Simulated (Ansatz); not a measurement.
Stepwise reaction of `[CH3][W]([CH3])(=[O])=[O]` with water, as a gas-phase model of exchange steps in deposition or etching. ΔE in kJ/mol; ΔG adds harmonic PBE0-D4 terms to CCSD(T)/CBS, at 1 bar.

Isolated molecules relaxed with PBE0-D4/def2-TZVP in Ansatz; ΔE leaves out vibrations. CCSD(T)/CBS adds triple-zeta CCSD(T) − MP2 to the extrapolated MP2 energy (def2 sets, frozen cores). This one scheme is used for every species. Functionals use def2-TZVPP. B3LYP here is the variant with VWN-RPA as its local correlation; programs differ in this. def2 core potentials past Kr. For W outer-core shells are correlated without core-valence functions, which leaves a few kJ/mol of doubt a bond. One conformer a species, not always the lowest.

```
step                                                              reaction  PBE-D4  B3LYP-D4  ωB97M-V  CCSD(T)/CBS  ΔG(500 K)
   1  `[CH3][W]([CH3])(=[O])=[O]` + H₂O → `[CH3][W](=[O])(=[O])[OH]` + CH₄  -129.3    -135.8   -132.4       -124.8     -113.7
   2    `[CH3][W](=[O])(=[O])[OH]` + H₂O → `[O]=[W](=[O])([OH])[OH]` + CH₄  -110.7    -115.3   -110.4       -101.3      -90.5
```

(1) By hand: ΔE of the 2 steps together at CCSD(T)/CBS.

## Answers

(1) (-124.8) + (-101.3) = -226.1 kJ/mol, or -113.0 kJ/mol a step.

In ΔE each step is higher than the one before. All are downhill at CCSD(T)/CBS. ΔG lies between -113.7 and -90.5 kJ/mol a step. PBE-D4 differs from CCSD(T)/CBS by -9.4 to -4.5 kJ/mol a step. Isolated molecules leave out the surface, adducts and barriers. Largest T1 diagnostic: 0.023.
